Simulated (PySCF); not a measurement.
Ionisation energy of Cr⁺ by level of theory

Cr⁺ [Ar] 3d5 (6S) → Cr²⁺ [Ar] 3d4 (5D), as a difference of total energies. All numbers are calculated (PySCF 2.14, the spin-free X2C one-electron Hamiltonian (Gaussian nucleus), in x2c-TZVPall). Correlated levels: valence: [Ar] frozen. The calculations carry no spin-orbit coupling.

```csv
method,ionisation energy (eV)
UHF,15.034
PBE,17.156
LDA,17.514
MP2 (valence),15.881
SCS-MP2 (valence),15.316
```

How much does correlation contribute at MP2 (valence)?

15.881 − (15.034) = 0.847 eV, measured against UHF.

The reference lies between the lowest fine-structure levels, while these numbers refer to the centres of the terms.

Errors of the correlated levels include the incompleteness of this basis and the frozen core.

For comparison: 16.486 eV (measured; NIST Atomic Spectra Database, ionization energies).
